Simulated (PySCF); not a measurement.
## Ionisation energy of F⁵⁺ by level of theory

F⁵⁺ [He] 2s2 → F⁶⁺ [He] 2s1 [2s1/2^1, M_J = 1/2], as a difference of total energies. Computed with PySCF 2.14 in an uncontracted even-tempered set (18 s from 0.45 bohr⁻², ratio 2.4; 10 p from 0.58 bohr⁻², ratio 2.4; 5 d from 2.2 bohr⁻², ratio 2.6; 5 f from 3.3 bohr⁻², ratio 2.6), with the two-component X2C-1e Hamiltonian. Correlated levels: nothing frozen; the 30 highest virtual spinors dropped. "Screened" scales the spin-orbit matrix elements by Boettger's factors to mimic the two-electron term; Breit and QED terms are absent.

```json
{"method": "GHF (screened spin-orbit)", "ionisation energy (eV)": "154.03", "error (eV)": "-3.13"}
{"method": "GMP2 (screened spin-orbit)", "ionisation energy (eV)": "155.94", "error (eV)": "-1.22"}
```

Reference: 157.16 eV (measured; NIST Atomic Spectra Database, ionization energies).

MP2 underrates the near-degeneracy of ns² with np² in the lower species.
